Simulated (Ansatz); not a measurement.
`[CH3][Ga][Cl]`, charge 0, multiplicity 2.

Task: Give a relaxed structure at PBE0-D4/def2-TZVP (the Gaussian-basis code of Ansatz). (An estimate is asked.)

Result: The calculation gave: 
Z-matrix (Å, degrees):
```
C
Ga 1 2.001
H 1 1.092 2 107.3
H 1 1.092 2 107.3 3 117.4
H 1 1.088 2 111.8 3 -121.3
Cl 2 2.184 1 114.5 3 -58.7
```
Point group Cs.
